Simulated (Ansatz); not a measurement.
Consider the redistribution: `[F][Sn]([F])([F])[SH]` + `C=[CH][InH][F]` → `C=[CH][Sn]([F])([F])[F]` + `[F][InH][SH]`.

Computed with Ansatz on PBE0-D4/def2-TZVP structures; ΔE is electronic, products minus reactants. CCSD(T)/CBS is the MP2 limit (def2-TZVPP, def2-QZVPP) plus CCSD(T) − MP2 in def2-TZVPP, frozen cores. Functionals use def2-TZVPP. HSE06 is defined as in plane-wave codes. Elements past krypton have def2 core potentials. For In, Sn outer-core shells are correlated without core-valence functions, which leaves a few kJ/mol of doubt a bond. Each species was taken in one conformer, which may not be the lowest.

```json
{"level": "PBE-D4", "ΔE (eV)": "-0.46"}
{"level": "PBE0-D4", "ΔE (eV)": "-0.48"}
{"level": "HSE06-D4", "ΔE (eV)": "-0.48"}
{"level": "BHLYP", "ΔE (eV)": "-0.51"}
```

(1) What does CCSD(T)/CBS give? (Best estimate.)

Largest T1 diagnostic among the species: 0.016.

Results:

(1) The calculation gave: -0.47 eV. The listed levels differ from it by 0.01, -0.01, -0.01, -0.04 eV.

Leaving LDA and LC-ωPBE aside and taking each functional with its dispersion term where it has one, the values, not all of them listed here, spread over 0.05 eV, from BHLYP-D4 to revPBE-D4. From BLYP to BHLYP (50 % exact exchange), in def2-TZVPP and without D4, ΔE moves by −0.05 eV. At CCSD(T), def2-SVP lies −0.05 eV from the extrapolated value and def2-TZVPP −0.01 eV.
